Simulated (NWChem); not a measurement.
System: AlF2 cation; SMILES [F][Al+][F]

The following NWChem deck was run.

```
start job
memory heap 200 mb stack 900 mb global 1100 mb
charge 1
geometry units angstroms noautosym nocenter noautoz
  Al     0.000000     0.000000     0.000000
  F      0.000000     0.000000     1.601877
  F      0.000000     0.000000    -1.601877
end
basis spherical
  * library def2-tzvp
end
dft
  xc b3lyp
  iterations 150
end
tddft
  cis
  ecut -53.0
  nroots 6
  notriplet
end
task tddft energy
```

NWChem printed, in part:

```
             Northwest Computational Chemistry Package (NWChem) 7.3.0
             --------------------------------------------------------

                             Geometry "geometry" -> ""
                             -------------------------

 Output coordinates in angstroms (scale by  1.889725989 to convert to a.u.)

  No.       Tag          Charge          X              Y              Z
 ---- ---------------- ---------- -------------- -------------- --------------
    1 Al                  13.0000     0.00000000     0.00000000     0.00000000
    2 F                    9.0000     0.00000000     0.00000000     1.60187700
    3 F                    9.0000     0.00000000     0.00000000    -1.60187700

 Effective nuclear repulsion energy (a.u.)      90.6805921119

                                 NWChem DFT Module
                                 -----------------

 Summary of "ao basis" -> "ao basis" (spherical)
 ------------------------------------------------------------------------------
       Tag                 Description            Shells   Functions and Types
 ---------------- ------------------------------  ------  ---------------------
 Al                        def2-tzvp                13       37   5s5p2d1f
 F                         def2-tzvp                11       31   5s3p2d1f

            General Information
            -------------------
          SCF calculation type: DFT
          Wavefunction type:  closed shell.
          No. of atoms     :     3
          No. of electrons :    30
           Alpha electrons :    15
            Beta electrons :    15
          Charge           :     1
          Spin multiplicity:     1
          Use of symmetry is: off; symmetry adaption is: off
          Maximum number of iterations: 150
          AO basis - number of functions:    99
                     number of shells:    35
          Convergence on energy requested:  1.00D-06
          Convergence on density requested:  1.00D-05
          Convergence on gradient requested:  5.00D-04

              XC Information
              --------------
                         B3LYP Method XC Potential
                     Hartree-Fock (Exact) Exchange  0.200
                        Slater Exchange Functional  0.800 local
                    Becke 1988 Exchange Functional  0.720 non-local
              Lee-Yang-Parr Correlation Functional  0.810
                  VWN I RPA Correlation Functional  0.190 local

             Grid Information
             ----------------
          Grid used for XC integration:  medium
          Radial quadrature: Mura-Knowles
          Angular quadrature: Lebedev.
          Tag              B.-S. Rad. Rad. Pts. Rad. Cut. Ang. Pts.
          ---              ---------- --------- --------- ---------
          Al                  1.25       88           7.0       590
          F                   0.50       49           8.0       434
          Grid pruning is: on
          Number of quadrature shells:   186
          Spatial weights used:  Erf1

      Superposition of Atomic Density Guess
      -------------------------------------

 Sum of atomic energies:        -440.71098061

 Renormalizing density from      31.00 to     30

      Non-variational initial energy
      ------------------------------

 Total energy =    -431.913527
 1-e energy   =    -769.310448
 2-e energy   =     246.716329
 HOMO         =      -1.119161
 LUMO         =      -0.523632

   convergence    iter        energy       DeltaE   RMS-Dens  Diis-err
 ---------------- ----- ----------------- --------- --------- ---------
 d= 0,ls=0.0,diis     1   -441.7203758692 -5.32D+02  2.10D-02  4.33D+00
 d= 0,ls=0.0,diis     2   -440.6487344763  1.07D+00  1.63D-02  1.66D+01
 d= 0,ls=0.0,diis     3   -442.0064775119 -1.36D+00  1.96D-03  2.69D-01
 d= 0,ls=0.0,diis     4   -442.0225334164 -1.61D-02  1.80D-04  3.29D-03
 d= 0,ls=0.0,diis     5   -442.0226233160 -8.99D-05  6.28D-05  1.57D-04
  Resetting Diis
 d= 0,ls=0.0,diis     6   -442.0226362430 -1.29D-05  3.45D-06  6.20D-07
 d= 0,ls=0.0,diis     7   -442.0226362985 -5.55D-08  1.24D-06  1.75D-08

         Total DFT energy =     -442.022636298477
      One electron energy =     -788.033181593117
           Coulomb energy =      294.793707704977
    Exchange-Corr. energy =      -39.463754522226
 Nuclear repulsion energy =       90.680592111889

 Numeric. integr. density =       29.999999100588

                       DFT Final Molecular Orbital Analysis
                       ------------------------------------

 Vector   13  Occ=2.000000D+00  E=-7.077534D-01
              MO Center= -1.0D-09, -1.7D-09,  2.1D-04, r^2= 2.9D+00
   Bfn.  Coefficient  Atom+Function         Bfn.  Coefficient  Atom+Function
  ----- ------------  ---------------      ----- ------------  ---------------
    43      0.253516  2 F  px                74      0.253480  3 F  px
    44      0.227884  2 F  py                75      0.227852  3 F  py
    46      0.204499  2 F  px                77      0.204469  3 F  px
    47      0.183823  2 F  py                78      0.183796  3 F  py
    15      0.128032  1 Al px                16      0.115087  1 Al py

 Vector   14  Occ=2.000000D+00  E=-7.006434D-01
              MO Center=  6.8D-11,  1.6D-10, -2.1D-04, r^2= 2.9D+00
   Bfn.  Coefficient  Atom+Function         Bfn.  Coefficient  Atom+Function
  ----- ------------  ---------------      ----- ------------  ---------------
    44     -0.248270  2 F  py                75      0.248303  3 F  py
    43      0.246352  2 F  px                74     -0.246385  3 F  px
    47     -0.203469  2 F  py                78      0.203495  3 F  py
    46      0.201897  2 F  px                77     -0.201923  3 F  px
    50     -0.121206  2 F  py                81      0.121220  3 F  py

 Vector   15  Occ=2.000000D+00  E=-7.006434D-01
              MO Center= -1.3D-09, -8.5D-10, -2.1D-04, r^2= 2.9D+00
   Bfn.  Coefficient  Atom+Function         Bfn.  Coefficient  Atom+Function
  ----- ------------  ---------------      ----- ------------  ---------------
    43      0.248270  2 F  px                74     -0.248303  3 F  px
    44      0.246352  2 F  py                75     -0.246385  3 F  py
    46      0.203469  2 F  px                77     -0.203495  3 F  px
    47      0.201897  2 F  py                78     -0.201923  3 F  py
    49      0.121206  2 F  px                80     -0.121220  3 F  px

 Vector   16  Occ=0.000000D+00  E=-3.930640D-01
              MO Center=  1.3D-07, -1.4D-07, -1.3D-08, r^2= 2.5D+00
   Bfn.  Coefficient  Atom+Function         Bfn.  Coefficient  Atom+Function
  ----- ------------  ---------------      ----- ------------  ---------------
     4      0.654926  1 Al s                  5      0.511084  1 Al s
     3     -0.300050  1 Al s                 23     -0.183068  1 Al d  0
    45      0.163671  2 F  pz                76     -0.163671  3 F  pz
    48      0.135706  2 F  pz                79     -0.135706  3 F  pz
    41     -0.105316  2 F  s                 72     -0.105316  3 F  s

 Vector   17  Occ=0.000000D+00  E=-2.745098D-01
              MO Center=  1.4D-08, -2.6D-08,  2.8D-07, r^2= 3.1D+00
   Bfn.  Coefficient  Atom+Function         Bfn.  Coefficient  Atom+Function
  ----- ------------  ---------------      ----- ------------  ---------------
    15      0.484107  1 Al px                16      0.447441  1 Al py
    18      0.368418  1 Al px                19      0.340514  1 Al py
    43     -0.110070  2 F  px                74     -0.110070  3 F  px
    44     -0.101734  2 F  py                75     -0.101734  3 F  py
     6     -0.094893  1 Al px                49     -0.093432  2 F  px

 Vector   18  Occ=0.000000D+00  E=-2.745098D-01
              MO Center= -1.2D-07,  1.3D-07,  2.9D-07, r^2= 3.1D+00
   Bfn.  Coefficient  Atom+Function         Bfn.  Coefficient  Atom+Function
  ----- ------------  ---------------      ----- ------------  ---------------
    16     -0.484107  1 Al py                15      0.447441  1 Al px
    19     -0.368418  1 Al py                18      0.340514  1 Al px
    44      0.110070  2 F  py                75      0.110070  3 F  py
    43     -0.101734  2 F  px                74     -0.101734  3 F  px
     7      0.094893  1 Al py                50      0.093432  2 F  py

     Multipole analysis of the density
     ---------------------------------

     L   x y z        total         alpha         beta         nuclear
     -   - - -        -----         -----         ----         -------
     0   0 0 0      1.000000    -15.000000    -15.000000     31.000000

     1   1 0 0     -0.000000     -0.000000     -0.000000      0.000000
     1   0 1 0      0.000000      0.000000      0.000000      0.000000
     1   0 0 1     -0.000004     -0.000002     -0.000002      0.000000

[...]

                                NWChem TDDFT Module
                                -------------------

            General Information
            -------------------
           No. of orbitals :     198
            Alpha orbitals :      99
             Beta orbitals :      99
        Alpha frozen cores :       0
         Beta frozen cores :       0
     Alpha frozen virtuals :       0
      Beta frozen virtuals :       0
         Spin multiplicity :       1
    Number of AO functions :      99
        Use of symmetry is : off
      Symmetry adaption is : off
         Schwarz screening :  0.10D-07

              XC Information
              --------------
                  B3LYP Method XC Potential
              Hartree-Fock (Exact) Exchange   0.20
                 Slater Exchange Functional   0.80 local
             Becke 1988 Exchange Functional   0.72 non-local
       Lee-Yang-Parr Correlation Functional   0.81
           VWN I RPA Correlation Functional   0.19 local

             TDDFT Information
             -----------------
          Calculation type : Tamm-Dancoff TDDFT
         Wavefunction type : Restricted singlets
          No. of electrons :      30
           Alpha electrons :      15
            Beta electrons :      15
              No. of roots :       6
          Max subspacesize :    5200
            Max iterations :     100
               Target root :       1
           Target symmetry : none
             Energy Cutoff :-0.53D+02
      Symmetry restriction : off
                 Algorithm : Optimal
        Davidson threshold :  0.10D-03

    6 smallest eigenvalue differences (eV)
--------------------------------------------------------
  No. Spin  Occ  Vir  Irrep   E(Occ)    E(Vir)   E(Diff)
--------------------------------------------------------
    1    1    1   16 a       -56.422    -0.393  1524.636
    2    1    1   17 a       -56.422    -0.275  1527.862
    3    1    1   18 a       -56.422    -0.275  1527.862
    4    1    1   19 a       -56.422    -0.126  1531.892
    5    1    1   20 a       -56.422    -0.083  1533.087
    6    1    1   21 a       -56.422    -0.083  1533.087
--------------------------------------------------------

  Entering Davidson iterations
  Restricted singlet excited states

  Iter   NTrls   NConv    DeltaV     DeltaE      Time
  ----  ------  ------  ---------  ---------  ---------
    1      6       0     0.56E-01   0.10+100        6.4
    2     12       0     0.63E-02   0.34E-02        6.2
    3     18       2     0.24E-03   0.46E-05        6.1
    4     22       6     0.55E-05   0.64E-08        4.9
  ----  ------  ------  ---------  ---------  ---------
  Convergence criterion met

  Ground state a        -442.022636298477 a.u.

  ----------------------------------------------------------------------------
  Root   1 singlet a             55.946998020 a.u.             1522.3959 eV
  ----------------------------------------------------------------------------
     Transition Moments    X  0.00000   Y -0.00000   Z  0.00000
     Dipole Oscillator Strength                    0.0000000000
     Electric Quadrupole                           0.0000001287
     Magnetic Dipole                               0.0000000000
     Total Oscillator Strength                     0.0000001287

     Occ.    1  a   ---  Virt.   16  a        0.99818
     Occ.    1  a   ---  Virt.   22  a       -0.05779
  ----------------------------------------------------------------------------
  Root   2 singlet a             56.064644466 a.u.             1525.5972 eV
  ----------------------------------------------------------------------------
     Transition Moments    X -0.01060   Y -0.00985   Z  0.00000
     Dipole Oscillator Strength                    0.0078260579
     Electric Quadrupole                           0.0000000000
     Magnetic Dipole                               0.0000000000
     Total Oscillator Strength                     0.0078260579

     Occ.    1  a   ---  Virt.   17  a       -0.99446
     Occ.    1  a   ---  Virt.   23  a       -0.10314
  ----------------------------------------------------------------------------
  Root   3 singlet a             56.064644478 a.u.             1525.5972 eV
  ----------------------------------------------------------------------------
     Transition Moments    X  0.00985   Y -0.01060   Z  0.00000
     Dipole Oscillator Strength                    0.0078260579
     Electric Quadrupole                           0.0000000000
     Magnetic Dipole                               0.0000000000
     Total Oscillator Strength                     0.0078260579

     Occ.    1  a   ---  Virt.   18  a        0.99446
     Occ.    1  a   ---  Virt.   24  a       -0.10314
  ----------------------------------------------------------------------------
  Root   4 singlet a             56.246830933 a.u.             1530.5548 eV
  ----------------------------------------------------------------------------
     Transition Moments    X  0.00000   Y -0.00000   Z  0.00458
     Dipole Oscillator Strength                    0.0007863210
     Electric Quadrupole                           0.0000000000
     Magnetic Dipole                               0.0000000000
     Total Oscillator Strength                     0.0007863210

     Occ.    1  a   ---  Virt.   19  a        0.99712
     Occ.    1  a   ---  Virt.   28  a        0.07453
  ----------------------------------------------------------------------------
  Root   5 singlet a             56.273575626 a.u.             1531.2826 eV
  ----------------------------------------------------------------------------
     Transition Moments    X -0.00000   Y -0.00000   Z -0.00000
     Dipole Oscillator Strength                    0.0000000000
     Electric Quadrupole                           0.0000005742
     Magnetic Dipole                               0.0000000000
     Total Oscillator Strength                     0.0000005742

     Occ.    1  a   ---  Virt.   20  a       -0.99837
     Occ.    1  a   ---  Virt.   35  a       -0.05702
  ----------------------------------------------------------------------------
  Root   6 singlet a             56.273575842 a.u.             1531.2826 eV
  ----------------------------------------------------------------------------
     Transition Moments    X -0.00000   Y  0.00000   Z -0.00000
     Dipole Oscillator Strength                    0.0000000000
     Electric Quadrupole                           0.0000005742
     Magnetic Dipole                               0.0000000000
     Total Oscillator Strength                     0.0000005742

     Occ.    1  a   ---  Virt.   21  a       -0.99837
     Occ.    1  a   ---  Virt.   34  a       -0.05702

              Target root =      1
          Target symmetry = none
      Ground state energy =   -442.022636298477
        Excitation energy =     55.946998020221
     Excited state energy =   -386.075638278256

  stored tddft:energy   -386.07563827825595
```

Level: B3LYP/def2-TZVP, restricted-window TDA. All runs use the structure optimised with B3LYP/6-31G* (spherical d). The quadrupole and magnetic terms of the printed total strengths depend on the origin.
